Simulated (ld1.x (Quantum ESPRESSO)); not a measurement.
**Cl: one change to an ultrasoft potential, before and after**

| Property | Result |
| --- | --- |
| Element | Cl (Z = 17) |
| Generator | ld1.x (Quantum ESPRESSO) 7.5 |
| Type | ultrasoft |
| Functional | PBEsol |
| Relativity | scalar-relativistic |
| Frozen core | [Ne] |
| Valence charge | 7 |
| Reference configuration | 3s1 3p6 |
| Partial waves | 3s (bound): rcut 0.85, rcutus 1.15 bohr; 3s channel at -0.5 Ry: rcut 0.85, rcutus 1.15 bohr; 3p (bound): rcut 0.90, rcutus 1.15 bohr; 3p channel at 0.3 Ry: rcut 0.90, rcutus 1.15 bohr |
| Local potential | all-electron potential smoothed inside 1.00 bohr (lloc = -1) |
| Core correction | a·sin(br)/r model core, default radius (core density twice the valence density) |
| Augmentation charge | PSQ, inside the norm-conserving radii |

All-electron outer shells of the reference configuration (PBEsol, scalar-relativistic, ld1.x):

| shell | level (eV) | outermost node (bohr) | outermost maximum (bohr) |
| --- | --- | --- | --- |
| 2s | -253.55 | 0.12 | 0.36 |
| 2p | -192.76 | – | 0.30 |
| 3s | -21.27 | 0.55 | 1.27 |
| 3p | -9.10 | 0.53 | 1.43 |

Change: all radii but the core radius scaled by about 1.18 (s 1.36, p 1.36 bohr, rcut 1.00/1.06); local potential all-electron potential smoothed inside 1.18 bohr (lloc = -1).

Cutoffs: the cutoffs (Ry, on a coarse ladder) from which the occupation-weighted sum of valence levels, in a spherical-Bessel basis at the reference potential, stays within 10 and 1 mRy of its value at 400 Ry; they do not see the model core or the augmentation charge, which bear on the density cutoff. Errors are all-electron minus pseudo energies relative to the spin-unpolarised reference configuration.

**Question.** Predict the effect on cutoff, ghosts and configuration errors.

**Answer.** The potential gets softer (30 Ry and 70 Ry → 25 Ry and 45 Ry); of the 7 tests that both files solve, the error grows in 2 and shrinks in 1 by more than 15 % and 0.3 meV (median size 1.8 → 1.3 meV); neither file shows a bound ghost. A larger radius leaves more room for a smooth pseudo-wave, so fewer plane waves are needed.

| quantity | base | changed |
| --- | --- | --- |
| cutoff, loose | 30 Ry | 25 Ry |
| cutoff, tight | 70 Ry | 45 Ry |
| loose cutoff by channel (10 mRy a level) | s 25 Ry, p 12 Ry | s 8 Ry, p 15 Ry |
| bound ghosts | none | none |
| error for 3s2 3p5, meV [ΔE -12.11 eV] | +0.2 | -0.1 |
| error for 3s2 3p4, meV [ΔE 1.72 eV] | +1.8 | +1.3 |
| error for 3s2 3p3, meV [ΔE 27.12 eV] | +7.1 | +7.9 |
| error for 3s2 3p5.3, meV [ΔE -14.24 eV] | +0.2 | -0.1 |
| error for 3s2 3p1, meV [ΔE 117.57 eV] | +39 | +66 |
| error for 3s1 3p5, meV [ΔE 14.39 eV] | -0.8 | -0.7 |
| error for 3s2 3p2, meV [ΔE 65.37 eV] | +19 | +26 |
| lowest overlap eigenvalue by channel | s 0.53, p 0.75 | s 0.41, p 0.74 |
